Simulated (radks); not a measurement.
Results of a calculation; reference values are marked as such.
Spherical quantum dot in the effective-mass picture: electrons in a well V = -V0 / (1 + exp((r - R)/a)) with V0 = 3.74, R = 8, a = 0.35, with a point charge +2 (a donor) at the centre, all in effective atomic units (hartree* = m*/eps^2 hartree, bohr* = eps/m* bohr), one dielectric constant everywhere. Level of theory: non-relativistic Kohn-Sham, PBEsol, spin-polarised, spherical densities (a radial shooting solver with Libxc functionals). Levels are named by radial order and angular momentum (1s, 1p, 1d, 2s, ...), and open shells are averaged over m. Results are scaled to m* = 0.068 and eps = 12.7, for which hartree* = 11.47 meV and bohr* = 9.883 nm.

N = 21, configuration 1s2 1p6 1d10 2s2 1f(up 1, down 0). This is the lowest configuration that the search found. Occupied and some empty levels:

level    occupation  eigenvalue (meV)  <r> (nm)
1s down           1           -11.579     9.714
1s up             1           -11.579     9.720
2s up             1           -9.0474     57.33
2s down           1           -8.9891     57.25
1p up             3           -8.6973     58.05
1p down           3           -8.6380     57.98
1d up             5           -7.9726     59.25
1d down           5           -7.9109     59.20
1f up             1           -6.9511     60.38
1f down           0           -6.8872     60.34
1g up             0           -5.6560     61.44
1g down           0           -5.5902     61.41
2p up             0           -3.9117     41.44
2p down           0           -3.8903     41.37
2d up             0           -2.1601     47.12
2d down           0           -2.1297     47.07

Energy (meV): total -584.809, kinetic 79.752, external -1029.8, Hartree 422.19, exchange-correlation -56.946.
